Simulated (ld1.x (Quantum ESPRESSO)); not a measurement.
Before and after: TM potential for Hf

ld1.x (Quantum ESPRESSO) 7.5 input, shortened:

```
&input
   title='Hf', zed=72., rel=1, dft='PBE', iswitch=3,
   config='[Xe] 4f14 5d2 6s1.5 6p0.5'
 /
 &inputp
   pseudotype=2, tm=.true., lloc=-1, rcloc=2.75,
   nlcc=.true., new_core_ps=.true., rcore=2.60
 /
3
6S  1  0   1.50   0.00  2.60  2.60  0.0
6P  2  1   0.50   0.00  3.80  3.80  0.0
5D  3  2   2.00   0.00  2.75  2.75  0.0
 &test
   configts(1)='5d2 6s1.5 6p0.5'
 /
```

Change: wave 5d (bound): rc 2.75 bohr becomes 5d (bound): rc 2.10 bohr.

Cutoffs: the cutoffs (Ry, on a coarse ladder) from which the occupation-weighted sum of valence levels, in a spherical-Bessel basis at the reference potential, stays within 10 and 1 mRy of its value at 400 Ry; they do not see the model core or the augmentation charge, which bear on the density cutoff. Errors are all-electron minus pseudo energies relative to the spin-unpolarised reference configuration.

Task: How do hardness, ghosts and transferability respond?

Result: The potential gets harder (18 Ry and 25 Ry → 25 Ry and 30 Ry); of the 7 tests that both files solve, the error grows in 1 and shrinks in 0 by more than 15 % and 0.3 meV (median size 4.2 → 4.6 meV); neither file shows a bound ghost. A smaller radius makes the pseudo-wave follow the all-electron one further in, where it bends more sharply, so more plane waves are needed.

```csv
quantity,base,changed
"cutoff, loose",18 Ry,25 Ry
"cutoff, tight",25 Ry,30 Ry
loose cutoff by channel (10 mRy a level),"s 6 Ry, p 6 Ry, d 18 Ry","s 6 Ry, p 6 Ry, d 21 Ry"
bound ghosts,none,none
"error for 5d2 6s2 6p0, meV [ΔE -1.88 eV]",+0.3,+0.2
"error for 5d2 6s1 6p0, meV [ΔE 6.09 eV]",-4.2,-4.6
"error for 5d2 6s0 6p0, meV [ΔE 20.27 eV]",-21,-21
"error for 5d1 6s2 6p1, meV [ΔE 0.08 eV]",-41,-50
"error for 5d2 6s0 6p1, meV [ΔE 10.77 eV]",-0.2,-0.4
"error for 5d2 6s1.5 6p0, meV [ΔE 1.37 eV]",-1.9,-2.0
"error for 5d3 6s1 6p0, meV [ΔE 0.71 eV]",-37,-41
s: phases at 4.12 bohr within 0.05 rad from the reference energy up to (Ry; the scan ends near 5),0.3,0.3
p: phases at 4.12 bohr within 0.05 rad from the reference energy up to (Ry; the scan ends near 5),0.8,0.8
d: phases at 4.12 bohr within 0.05 rad from the reference energy up to (Ry; the scan ends near 5),0.7,0.7
```
